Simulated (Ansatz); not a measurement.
Cost and result for the atomization energy of C2H7BO2 (`BCOCO`) (12 atoms, 11 bonds).

Z-matrix (Å, degrees):
```
C
O 1 1.413
B 1 1.544 2 114.9
H 1 1.107 2 110.8 3 120.4
H 1 1.105 2 110.6 3 -125.0
C 2 1.391 1 113.5 3 -174.7
H 3 1.197 1 117.6 2 -176.0
H 3 1.194 1 122.3 2 5.5
O 6 1.398 2 113.3 1 67.9
H 6 1.095 2 105.5 1 -169.5
H 6 1.097 2 111.1 1 -50.4
H 9 0.962 6 108.0 2 65.1
```

The species carries charge 0 and has multiplicity 1. All single points use the PBE0-D4/def2-TZVP geometry. It is one conformer, not always the lowest. Program: Ansatz. All runs use 4 threads of an Arm Neoverse V2 on a shared host. Times are those of one run each, without the atoms' runs, and a repeat can differ threefold. Electronic energies, without spin–orbit coupling; frozen cores. CCSD(T)/CBS adds CCSD(T) − MP2 in def2-TZVPP to the MP2 limit, and its time is that of the two runs behind it. T1 = 0.011. B3LYP takes the VWN-RPA correlation (the form of Gaussian; ORCA's B3LYP/G).

CCSD(T)/CBS is a level of theory with its own doubt, some kJ/mol a heavy atom from the limit and from the frozen cores, so smaller differences don't rank the functionals.

| level | functions | wall time |
| --- | --- | --- |
| PBE-D4/def2-TZVPP (with forces) | 253 | 1.8 s |
| PBE0-D4/def2-TZVPP | 253 | 1.9 s |
| B3LYP-D4/def2-TZVPP (with forces) | 253 | 3 s |
| r2SCAN-D4/def2-TZVPP (with forces) | 253 | 3.3 s |
| B2PLYP/def2-TZVPP | 253 | 3.6 s |
| ωB97X-V/def2-TZVPP | 253 | 5.5 s |
| ωB97M-V/def2-TZVPP (with forces) | 253 | 7.5 s |
| MP2/def2-QZVPP | 495 | 16 s |
| CCSD(T)/def2-TZVPP | 253 | 120 s |
| CCSD(T)/CBS(def2) | – | 2.2 min |

Problem. What atomization energy does each give, and how far from CCSD(T)/CBS? (Best estimate.)

Solution. Ansatz gave: 
```json
{"level": "PBE-D4/def2-TZVPP (with forces)", "atomization (kcal/mol)": "1100.6", "difference from CCSD(T)/CBS": "26.6", "per bond": "2.4"}
{"level": "PBE0-D4/def2-TZVPP", "atomization (kcal/mol)": "1078.1", "difference from CCSD(T)/CBS": "4.1", "per bond": "0.4"}
{"level": "B3LYP-D4/def2-TZVPP (with forces)", "atomization (kcal/mol)": "1076.5", "difference from CCSD(T)/CBS": "2.5", "per bond": "0.2"}
{"level": "r2SCAN-D4/def2-TZVPP (with forces)", "atomization (kcal/mol)": "1079.6", "difference from CCSD(T)/CBS": "5.6", "per bond": "0.5"}
{"level": "B2PLYP/def2-TZVPP", "atomization (kcal/mol)": "1065.7", "difference from CCSD(T)/CBS": "-8.3", "per bond": "-0.8"}
{"level": "ωB97X-V/def2-TZVPP", "atomization (kcal/mol)": "1077.8", "difference from CCSD(T)/CBS": "3.8", "per bond": "0.3"}
{"level": "ωB97M-V/def2-TZVPP (with forces)", "atomization (kcal/mol)": "1080.0", "difference from CCSD(T)/CBS": "6.0", "per bond": "0.5"}
{"level": "MP2/def2-QZVPP", "atomization (kcal/mol)": "1082.8", "difference from CCSD(T)/CBS": "8.8", "per bond": "0.8"}
{"level": "CCSD(T)/def2-TZVPP", "atomization (kcal/mol)": "1047.6", "difference from CCSD(T)/CBS": "-26.4", "per bond": "-2.4"}
{"level": "CCSD(T)/CBS(def2)", "atomization (kcal/mol)": "1074.0", "difference from CCSD(T)/CBS": "0.0", "per bond": "0.0"}
```

From PBE to PBE0 (25 % exact exchange), in def2-TZVPP and without D4, the atomization energy moves by −21.7 kcal/mol: exact exchange takes away binding that semilocal exchange gives to molecules. The D4 term adds +6.7 kcal/mol with B3LYP and +3.5 kcal/mol with PBE0; it sums over pairs of atoms, weighted by their polarisabilities, and B3LYP, whose exchange is more repulsive, gets the larger term. In def2-TZVPP, CCSD(T) changes the Hartree–Fock value by +269.6 kcal/mol (the triples alone add +15.2 kcal/mol) and MP2 by +289.2 kcal/mol; breaking electron pairs costs correlation energy, which Hartree–Fock lacks.
